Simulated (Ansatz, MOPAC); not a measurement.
Molecule: HSO3, net charge 0, doublet state. SMILES: O=[S](=O)O

Atoms: O1, S2, O3, O4, H5. Bonds: O1-S2, O1-H5, S2-O3, S2-O4.

Bond lengths (Å) and angles (degrees) optimised at PM3 with MOPAC; PM6 with MOPAC; HF/6-31G* with Ansatz (an electronic-structure program), each started from the B3LYP-D3(BJ)/def2-TZVP structure (Ansatz) of the last column. A row stands for all coordinates that are equal there. 6-31G* holds six Cartesian d functions.

```tsv
coordinate	PM3	PM6	HF/6-31G*	B3LYP-D3(BJ)/def2-TZVP
O1-S2	1.678	1.690	1.592	1.629
O1-H5	0.948	0.972	0.955	0.971
S2-O3	1.439	1.421	1.433	1.451
S2-O4	1.432	1.410	1.426	1.442
O1-S2-O3	106.6	105.5	107.4	108.0
O1-S2-O4	108.0	109.2	106.8	105.5
O3-S2-O4	121.4	133.1	123.0	122.8
S2-O1-H5	116.7	116.0	110.0	108.3
```

Mean signed difference of all 4 bond lengths from B3LYP-D3(BJ)/def2-TZVP: PM3 0.001 Å, PM6 0.000 Å, HF/6-31G* -0.022 Å.
